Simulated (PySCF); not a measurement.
Electron correlation in Hg (mercury, neutral)

[Xe] 4f14 5d10 6s2, closed-shell 1S. Calculation: PySCF 2.14, in x2c-TZVPPall; scalar relativity by spin-free X2C-1e. Frozen: [Xe] 4f14; 12 electrons correlated.

MP2 pair energies summed by pair of shells (mhartree):

```json
{"pair": "5d-5d", "energy": "-305.06", "share (%)": "72.4"}
{"pair": "5d-6s", "energy": "-97.53", "share (%)": "23.2"}
{"pair": "6s-6s", "energy": "-18.54", "share (%)": "4.4"}
```

Total MP2 correlation energy: -421.13 mhartree.

Same-spin part -143.50 and opposite-spin part -277.64 mhartree; SCS-MP2 scales them by 1/3 and 6/5 to -381.00 mhartree.
